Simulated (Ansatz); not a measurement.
Cost and result up the ladder for Sn₁₄H₁₈Cl₂, a nanocrystal cut from the lattice of tin (2 of the caps Cl) (34 atoms). The state is a singlet with charge 0. Geometry: r2SCAN-D4/def2-SVP.

```xyz
34

Sn   -3.9707   -0.5025   -1.3813
Sn    3.8565    0.4632   -1.4176
Sn    0.2765   -2.2766   -1.3894
Sn   -0.2820    2.2605   -1.4234
Sn   -2.8948    1.9942    2.3627
Sn    1.3406    0.1833    2.3143
Sn   -2.3256   -2.6016    2.4019
Sn    2.3288    2.6009   -2.3988
Sn   -1.3434   -0.1798   -2.3174
Sn   -3.8562   -0.4662    1.4208
Sn    2.8947   -1.9955   -2.3636
Sn    3.9706    0.5003    1.3845
Sn    0.2813   -2.2572    1.4180
Sn   -0.2787    2.2796    1.3840
Cl    6.0972    0.7353   -2.2397
Cl   -6.0974   -0.7380    2.2417
H    -4.6274   -1.9929   -1.9313
H    -4.9745    0.7718   -1.9502
H    -0.3846   -3.7757   -1.9350
H    -1.2849    3.5469   -1.9901
H    -3.8937    3.2753    1.8007
H    -2.9025    2.0183    4.0816
H     1.3313    0.1957    4.0411
H    -2.9802   -4.0987    1.8679
H    -2.3260   -2.5949    4.1209
H     2.3366    2.5977   -4.1178
H     2.9843    4.0958   -1.8595
H    -1.3398   -0.1938   -4.0442
H     2.9064   -2.0187   -4.0824
H     3.8893   -3.2793   -1.7999
H     4.9718   -0.7743    1.9572
H     4.6295    1.9912    1.9307
H     1.2865   -3.5430    1.9821
H     0.3806    3.7789    1.9314
```

Ansatz on 2 threads of AMD EPYC 7R13 on a shared host and a share (18 GiB) of an NVIDIA H100 80GB HBM3. Times are rough, and most runs start from the orbitals of an earlier one. No level here is sound enough to serve as a yardstick. Binding counts from free atoms at the same level (Sn triplet, Cl doublet, H doublet; other spins of the atoms weren't run), without zero-point energy or a counterpoise term.

In the def2 sets Sn takes a core potential; there is no spin–orbit coupling. LC-ωPBE has ω = 0.4 bohr⁻¹. Correlated methods freeze 66 core orbitals; core or outer-core shells of Sn are correlated, in sets that lack core-valence functions. The rows differ in basis, and correlated rows in double-zeta sets carry the largest basis error. Single mean-field runs in def2-SVP, def2-TZVP are fitted with def2-universal-jkfit.

Correlated methods converge slowly with the basis, most of all in double-zeta sets.

```json
{"level": "PBE0-D4/def2-SVP (with forces)", "functions": "490", "binding energy per atom (eV)": "2.48"}
{"level": "PBE-D4/def2-SVP", "functions": "490", "binding energy per atom (eV)": "2.49"}
{"level": "PBE-D4/def2-TZVP", "functions": "882", "binding energy per atom (eV)": "2.50"}
{"level": "r2SCAN0-D4/def2-SVP", "functions": "490", "binding energy per atom (eV)": "2.47"}
{"level": "B97M-V/def2-SVP", "functions": "490", "binding energy per atom (eV)": "2.55"}
{"level": "r2SCAN-D4/def2-SVP (with forces)", "functions": "490", "binding energy per atom (eV)": "2.48"}
{"level": "MP2/def2-SVP", "functions": "490", "binding energy per atom (eV)": "2.29"}
{"level": "LC-ωPBE/def2-SVP", "functions": "490", "binding energy per atom (eV)": "2.41"}
{"level": "PBE0-D4/def2-TZVP", "functions": "882", "binding energy per atom (eV)": "2.50"}
```

Q: Estimate how long each takes.

A: PBE-D4/def2-SVP 6.5 s; r2SCAN0-D4/def2-SVP 8.5 s; LC-ωPBE/def2-SVP 9 s; PBE-D4/def2-TZVP 9.5 s; r2SCAN-D4/def2-SVP (with forces) 11 s; PBE0-D4/def2-TZVP 12 s; PBE0-D4/def2-SVP (with forces) 12 s; B97M-V/def2-SVP 13 s; MP2/def2-SVP 15 s. On shared hardware such times vary by a factor of up to 3.
